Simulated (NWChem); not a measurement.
System: MoNHOBrF; SMILES [NH]=[Mo](=[O])([F])[Br]

Excerpt of the output:

```
             Northwest Computational Chemistry Package (NWChem) 7.3.0
             --------------------------------------------------------

 C1  symmetry detected

                             Geometry "geometry" -> ""
                             -------------------------

 Output coordinates in angstroms (scale by  1.889725989 to convert to a.u.)

  No.       Tag          Charge          X              Y              Z
 ---- ---------------- ---------- -------------- -------------- --------------
    1 Mo                  42.0000    -0.03589456    -0.67749167     0.01743151
    2 O                    8.0000    -0.89278151    -1.17030461     1.35306739
    3 N                    7.0000    -0.92313769    -1.16064587    -1.36495493
    4 H                    1.0000    -1.77642696    -1.59587368    -1.71777108
    5 F                    9.0000     1.62639391    -1.48121200    -0.04278059
    6 Br                  35.0000     0.06430484     1.73909685     0.00288053

 Effective nuclear repulsion energy (a.u.)     811.9328358574

                                 NWChem DFT Module
                                 -----------------

 Summary of "ao basis" -> "ao basis" (spherical)
 ------------------------------------------------------------------------------
       Tag                 Description            Shells   Functions and Types
 ---------------- ------------------------------  ------  ---------------------
 Mo                          3-21g                  14       36   6s5p3d
 O                           3-21g                   5        9   3s2p
 N                           3-21g                   5        9   3s2p
 H                           3-21g                   2        2   2s
 F                           3-21g                   5        9   3s2p
 Br                          3-21g                  10       22   5s4p1d

            General Information
            -------------------
          SCF calculation type: DFT
          Wavefunction type:  closed shell.
          No. of atoms     :     6
          No. of electrons :   102
           Alpha electrons :    51
            Beta electrons :    51
          Charge           :     0
          Spin multiplicity:     1
          Use of symmetry is: off; symmetry adaption is: off
          Maximum number of iterations: 150
          AO basis - number of functions:    87
                     number of shells:    41
          Convergence on energy requested:  1.00D-06
          Convergence on density requested:  1.00D-05
          Convergence on gradient requested:  5.00D-04

              XC Information
              --------------
                         B3LYP Method XC Potential
                     Hartree-Fock (Exact) Exchange  0.200
                        Slater Exchange Functional  0.800 local
                    Becke 1988 Exchange Functional  0.720 non-local
              Lee-Yang-Parr Correlation Functional  0.810
                  VWN I RPA Correlation Functional  0.190 local

             Grid Information
             ----------------
          Grid used for XC integration:  medium
          Radial quadrature: Mura-Knowles
          Angular quadrature: Lebedev.
          Tag              B.-S. Rad. Rad. Pts. Rad. Cut. Ang. Pts.
          ---              ---------- --------- --------- ---------
          Mo                  1.45      123          10.0       590
          O                   0.60       49           9.0       434
          N                   0.65       49           9.0       434
          H                   0.35       45          10.0       434
          F                   0.50       49          10.0       434
          Br                  1.15      112          10.0       590
          Grid pruning is: on
          Number of quadrature shells:   427
          Spatial weights used:  Erf1

      Superposition of Atomic Density Guess
      -------------------------------------

 Sum of atomic energies:       -6744.20560340

      Non-variational initial energy
      ------------------------------

 Total energy =   -6744.640370
 1-e energy   =  -10969.862230
 2-e energy   =    3413.289024
 HOMO         =      -0.357265
 LUMO         =      -0.049412

     ---------------------------------------------
      Total Density - Mulliken Population Analysis
     ---------------------------------------------

    Atom       Charge   Shell Charges
 -----------   ------   -------------------------------------------------------
    1 Mo  42    39.18   2.00  2.00  6.00  2.00  6.00  2.00  5.93  0.27  0.37  0.02  0.04  9.79  1.53  1.23
    2 O    8     9.04   1.99  0.46  2.33  1.51  2.76
    3 N    7     8.16   1.99  0.43  1.96  1.36  2.43
    4 H    1     0.58   0.35  0.22
    5 F    9     9.65   1.99  0.46  2.62  1.52  3.06
    6 Br  35    35.39   2.00  2.00  5.99  2.00  5.97  0.77  2.40  1.19  3.07 10.00

   convergence    iter        energy       DeltaE   RMS-Dens  Diis-err
 ---------------- ----- ----------------- --------- --------- ---------
 d= 0,ls=0.0,diis     1  -6749.4147512655 -7.56D+03  5.46D-02  3.85D+00
 d= 0,ls=0.0,diis     2  -6741.2406510305  8.17D+00  4.74D-02  6.19D+01
 d= 0,ls=0.0,diis     3  -6749.2873659352 -8.05D+00  1.66D-02  6.86D+00
 d= 0,ls=0.0,diis     4  -6749.9005487321 -6.13D-01  3.98D-03  5.35D-01
 d= 0,ls=0.0,diis     5  -6749.9368785890 -3.63D-02  3.26D-03  1.14D-01
  Resetting Diis
 d= 0,ls=0.0,diis     6  -6749.9407922746 -3.91D-03  1.69D-03  9.17D-02
 d= 0,ls=0.0,diis     7  -6749.9483304786 -7.54D-03  3.50D-03  1.52D-02
 d= 0,ls=0.0,diis     8  -6749.9299970594  1.83D-02  2.44D-03  1.71D-01
 d= 0,ls=0.0,diis     9  -6749.9495876309 -1.96D-02  7.12D-04  6.39D-03
 d= 0,ls=0.0,diis    10  -6749.9504409497 -8.53D-04  7.74D-05  1.25D-04
 d= 0,ls=0.0,diis    11  -6749.9504509216 -9.97D-06  3.71D-05  2.53D-05
 d= 0,ls=0.0,diis    12  -6749.9504523879 -1.47D-06  2.11D-05  9.94D-06
 d= 0,ls=0.0,diis    13  -6749.9504534668 -1.08D-06  3.32D-06  1.91D-07
 d= 0,ls=0.0,diis    14  -6749.9504534910 -2.42D-08  4.59D-07  2.80D-09

         Total DFT energy =    -6749.950453491018
      One electron energy =   -10971.466353625878
           Coulomb energy =     3648.513050488788
    Exchange-Corr. energy =     -238.929986211308
 Nuclear repulsion energy =      811.932835857380

 Numeric. integr. density =      102.000000446357

                       DFT Final Molecular Orbital Analysis
                       ------------------------------------

 Vector   49  Occ=2.000000D+00  E=-3.182975D-01
              MO Center= -4.4D-01, -8.0D-01, -4.9D-01, r^2= 3.6D+00
   Bfn.  Coefficient  Atom+Function         Bfn.  Coefficient  Atom+Function
  ----- ------------  ---------------      ----- ------------  ---------------
    52      0.283796  3 N  px                54     -0.276195  3 N  pz
    50     -0.252414  3 N  pz                48      0.245040  3 N  px
    43     -0.203534  2 O  px                44     -0.179987  2 O  py
    39     -0.178012  2 O  px                40     -0.161125  2 O  py
    51      0.148337  3 N  s                 64      0.141732  5 F  py

 Vector   50  Occ=2.000000D+00  E=-3.060717D-01
              MO Center= -2.9D-02,  1.3D+00,  5.5D-02, r^2= 2.6D+00
   Bfn.  Coefficient  Atom+Function         Bfn.  Coefficient  Atom+Function
  ----- ------------  ---------------      ----- ------------  ---------------
    80      0.464119  6 Br px                76      0.409713  6 Br px
    82     -0.293665  6 Br pz                72     -0.277820  6 Br px
    78     -0.260543  6 Br pz                74      0.176523  6 Br pz
    45      0.121665  2 O  pz                43     -0.108854  2 O  px
    41      0.099017  2 O  pz                11     -0.093318  1 Mo px

 Vector   51  Occ=2.000000D+00  E=-2.934757D-01
              MO Center= -2.0D-01,  9.2D-01, -2.5D-01, r^2= 3.6D+00
   Bfn.  Coefficient  Atom+Function         Bfn.  Coefficient  Atom+Function
  ----- ------------  ---------------      ----- ------------  ---------------
    82      0.457670  6 Br pz                78      0.403799  6 Br pz
    74     -0.272434  6 Br pz                80      0.229583  6 Br px
    53      0.213115  3 N  py                76      0.201601  6 Br px
    54     -0.195419  3 N  pz                49      0.181640  3 N  py
    50     -0.167235  3 N  pz                72     -0.136230  6 Br px

 Vector   52  Occ=0.000000D+00  E=-1.184845D-01
              MO Center= -7.6D-02, -6.2D-01, -6.0D-02, r^2= 2.5D+00
   Bfn.  Coefficient  Atom+Function         Bfn.  Coefficient  Atom+Function
  ----- ------------  ---------------      ----- ------------  ---------------
    27      0.504324  1 Mo d -2              32      0.336330  1 Mo d -2
    31      0.299042  1 Mo d  2              54     -0.266332  3 N  pz
    45      0.231368  2 O  pz                15      0.210749  1 Mo px
    80     -0.201784  6 Br px                22     -0.187586  1 Mo d -2
    50     -0.185195  3 N  pz                36      0.180312  1 Mo d  2

 Vector   53  Occ=0.000000D+00  E=-1.012480D-01
              MO Center= -3.0D-01, -7.6D-01,  6.8D-02, r^2= 2.2D+00
   Bfn.  Coefficient  Atom+Function         Bfn.  Coefficient  Atom+Function
  ----- ------------  ---------------      ----- ------------  ---------------
    28      0.551007  1 Mo d -1              33      0.351277  1 Mo d -1
    44     -0.318344  2 O  py                53      0.272020  3 N  py
    40     -0.253222  2 O  py                30      0.250087  1 Mo d  1
    23     -0.204135  1 Mo d -1              49      0.186355  3 N  py
    82     -0.148144  6 Br pz                52     -0.143586  3 N  px

[...]
```

Level: B3LYP/3-21G, non-relativistic. All runs use the structure optimised with PBE0/def2-SVP (def2 core potentials past Kr). No frequency run checked for a minimum.

Problem. Which NWChem input produces such a log?

Solution. One answer among several that fit: the input that was run:
```
start job
memory heap 200 mb stack 900 mb global 1100 mb
geometry units angstroms noautoz
  Mo    -0.005455    -0.623162    -0.027172
  O     -0.835779    -1.169450     1.304434
  N     -0.895460    -1.093887    -1.412069
  H     -1.741663    -1.541130    -1.766920
  F      1.675111    -1.384150    -0.124074
  Br     0.035900     1.794787     0.017146
end
basis spherical
  Mo library 3-21g
  O library 3-21g
  N library 3-21g
  H library 3-21g
  F library 3-21g
  Br library 3-21g
end
dft
  xc b3lyp
  iterations 150
  mulliken
end
task dft energy
```
